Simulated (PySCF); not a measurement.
**AsHF at several levels of theory**

All levels use the PBE0 minimum (doublet; As–F 1.747 Å, As–H 1.536 Å; F–As–H 94.2°), basis [As def2-TZVP, H def2-TZVP, F def2-TZVP], no relativity, density fitting, no spin–orbit coupling, PySCF. For vertical energies the ionised species is a singlet (spins chosen at PBE0 and kept) and the electron-attached one a singlet. Atomisation goes to high-spin ground-configuration atoms, without zero-point energy. Open shells are unrestricted, also as the reference of the correlated levels. A dash marks a value that was not computed or is not defined at that level.

```csv
level,atomisation (kJ/mol),vertical IP (eV),vertical EA (eV),−ε(HOMO) (eV),dipole (D)
PBE0,688,9.43,0.70,6.74,1.79
HF,414,9.13,-0.16,9.88,2.14
MP2,666,9.26,0.62,–,–
PBE,730,9.22,0.63,5.43,1.61
CCSD(T),659,9.27,0.65,–,–
r2SCAN,707,9.51,0.67,5.88,1.67
B3LYP,712,9.39,0.76,6.40,1.82
TPSSh,712,9.36,0.69,6.09,1.69
M06-2X,693,9.42,0.74,7.77,1.93
M06,722,9.18,0.69,6.47,1.92
```

For AsHF itself CCSD(T) correlates 23 electrons; T1 = 0.014, D1 = 0.051, (T) = -42 kJ/mol.

**Question.** Which levels differ least and most from CCSD(T) in the atomisation?

**Answer.** Least: MP2 (+7 kJ/mol); most: HF (-245 kJ/mol). CCSD(T) atomisation energies in a triple-zeta basis lie tens of kJ/mol low, so this is no ranking by accuracy.

Without diffuse functions attachment energies tend to come out too low.
